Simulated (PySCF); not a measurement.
## RuCl₃: fields on a plane

Level of theory: UPBE/[Ru def2-SVP with ECP28, Cl def2-SVP], scalar-relativistic core potentials, density fitting, no spin–orbit coupling, PySCF.

The quartet minimum has Ru–Cl 2.199 Å, Ru–Cl 2.237 Å (×2); Cl–Ru–Cl 104.8° (×2), Cl–Ru–Cl 150.3°.

The plane holds Ru1 at (0.00, 0.00), Cl2 at (2.20, 0.00), Cl3 at (-0.57, 2.16), Cl4 at (-0.57, -2.16) Å. Columns run from x = -2.55 to 4.35 Å, rows from y = 4.35 (top) to -4.05 Å, in steps of 0.3 Å. Other isomers or separated fragments may lie lower. Core electrons replaced by a potential are absent, the electrostatic potential uses the reduced nuclear charge, and values within about 0.7 Å of such atoms have no physical meaning.

Problem. Give the electrostatic potential (V) (cut at 20 V). Lower edges of the bins (V): '0' -0.16, '1' -0.04, '2' 0.15, '3' 0.45, '4' 0.92, '5' 1.67, '6' 2.86, '7' 4.75, '8' 7.74, '9' 12.48; top 20.0.

Solution. 
```
111111111000000000000111
111111111000000000000111
111223332100000000000011
112244554320000000000011
112457887531000000000011
123579999753100000000111
124699999974100000000111
124799999974210000000111
124799999975311000001111
223689999975432211111111
223578999876544444322111
334567899987666776543221
344568999999778999864322
345678999999999999975322
445679999999999999986432
445679999999999999986432
345678999999999999975322
344568999999778999864322
334567899987666776543221
223578999876544444322111
223689999975432211111111
124799999975311000001111
124799999974210000000111
124699999974100000000111
123579999753100000000111
112457887531000000000011
112244554320000000000011
111223332100000000000011
111111111000000000000111
```

Problem. Give the spin density (e/Å³) (cut at ±0.5 e/Å³). Lower edges of the bins (e/Å³): '0' -0.043, '1' 0.011, '2' 0.066, '3' 0.120, '4' 0.174, '5' 0.229, '6' 0.283, '7' 0.337, '8' 0.391, '9' 0.446; top 0.50.

Solution. 
```
000000000000000000000000
000000000000000000000000
000000000000000000000000
000000000000000000000000
000000011100000000000000
000000122110000000000000
000000012100000000000000
000011051100000000000000
000112000000000000000000
000012100000000000000000
000001000010000000000000
000000001111100111100000
000001242353100121100000
000001499794100122100000
000001294372100050000000
000001294372100050000000
000001499794100122100000
000001242353100121100000
000000001111100111100000
000001000010000000000000
000012100000000000000000
000112000000000000000000
000011051100000000000000
000000012100000000000000
000000122110000000000000
000000011100000000000000
000000000000000000000000
000000000000000000000000
000000000000000000000000
```

Other spin states or occupations of the open shell can lie lower.
